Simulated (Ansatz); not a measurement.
The cluster KNa2⁺. The state is a singlet with charge 1. Geometry PBE/def2-TZVP.

```csv
atom,x (Å),y (Å),z (Å)
Na1,0.985,-1.724,0.481
Na2,0.995,1.526,0.924
K3,-1.980,0.198,-1.405
```

The 6-31G sets use Cartesian d functions. B3LYP takes the VWN-RPA correlation. At HF/def2-TZVP the restricted singlet is unstable: a solution with broken spin symmetry lies lower. The structure comes from a short search, and lower isomers may exist.

Task: Estimate the orbital energies around the gap (eV) in Ansatz with HF/def2-TZVP, PBE/def2-TZVP, r2SCANh/def2-TZVP, B3LYP/6-31G, PBE0/def2-TZVP.

Result: 
| orbital | HF/def2-TZVP | PBE/def2-TZVP | r2SCANh/def2-TZVP | B3LYP/6-31G | PBE0/def2-TZVP |
| --- | --- | --- | --- | --- | --- |
| HOMO−9 | -44.62 | -32.12 | -34.29 | -35.21 | -35.46 |
| HOMO−8 | -44.61 | -32.10 | -34.28 | -35.20 | -35.45 |
| HOMO−7 | -44.61 | -32.10 | -34.28 | -35.19 | -35.45 |
| HOMO−6 | -44.60 | -32.10 | -34.27 | -35.19 | -35.45 |
| HOMO−5 | -44.60 | -32.09 | -34.26 | -35.18 | -35.44 |
| HOMO−4 | -44.59 | -32.07 | -34.24 | -35.16 | -35.42 |
| HOMO−3 | -29.90 | -22.85 | -24.22 | -24.67 | -24.88 |
| HOMO−2 | -29.88 | -22.84 | -24.20 | -24.65 | -24.86 |
| HOMO−1 | -29.84 | -22.79 | -24.14 | -24.61 | -24.81 |
| HOMO | -8.23 | -6.92 | -6.96 | -7.34 | -7.37 |
| LUMO | -2.94 | -5.22 | -4.71 | -4.88 | -4.66 |
| LUMO+1 | -2.90 | -5.19 | -4.56 | -4.87 | -4.63 |
| LUMO+2 | -2.16 | -4.35 | -3.95 | -3.90 | -3.85 |
| LUMO+3 | -1.84 | -3.82 | -3.08 | -3.42 | -3.28 |
| LUMO+4 | -1.48 | -3.55 | -2.88 | -3.19 | -3.01 |
| LUMO+5 | -1.35 | -3.47 | -2.77 | -3.13 | -2.92 |
